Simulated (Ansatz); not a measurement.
System: sum formula H$_{9}$Si$_{4}$O (charge 0, doublet). It need not be the lowest isomer of its formula. 
Coordinates optimised at B3LYP-D3(BJ)/def2-TZVP (Ansatz, a program for electronic structure):
```xyz
14

O     -0.3192     0.0844    -2.0100
Si    -0.0423    -0.0109    -0.3633
Si     1.6398    -1.5098     0.2524
Si    -1.9665    -0.6773     0.8147
Si     0.6320     2.1306     0.3039
H     -0.5304    -0.7304    -2.4747
H      2.9555    -1.3349    -0.4162
H      1.2686    -2.9498     0.2387
H     -2.4214    -2.0128     0.3495
H     -3.0761     0.2875     0.6162
H     -1.6576    -0.7625     2.2634
H     -0.3499     3.1532    -0.1309
H      1.9625     2.4686    -0.2573
H      0.7197     2.1488     1.7849
```
Charge 0, spin multiplicity 2.

Dipole moments at this geometry, in debye (magnitudes).

```json
[
 {"level": "SVWN5/def2-TZVPD", "program": "Ansatz", "dipole (D)": "1.02"},
 {"level": "r2SCAN/def2-TZVPD", "program": "Ansatz", "dipole (D)": "1.04"},
 {"level": "B3LYP/def2-TZVPD", "program": "Ansatz", "dipole (D)": "1.02"},
 {"level": "PBE0/def2-TZVPD", "program": "Ansatz", "dipole (D)": "___"},
 {"level": "r2SCANh/def2-TZVPD", "program": "Ansatz", "dipole (D)": "1.05"},
 {"level": "r2SCAN0/def2-TZVPD", "program": "Ansatz", "dipole (D)": "1.06"},
 {"level": "wB97M-V/def2-TZVPD", "program": "Ansatz", "dipole (D)": "1.02"},
 {"level": "wB97X-V/def2-TZVPD", "program": "Ansatz", "dipole (D)": "1.08"},
 {"level": "CCSD(T)/aug-cc-pV(D+d)Z", "program": "Ansatz", "dipole (D)": "___"}
]
```

Question: Some entries are withheld; supply them.

Answer: 
- PBE0/def2-TZVPD, dipole (D): 1.04
- CCSD(T)/aug-cc-pV(D+d)Z, dipole (D): 1.02
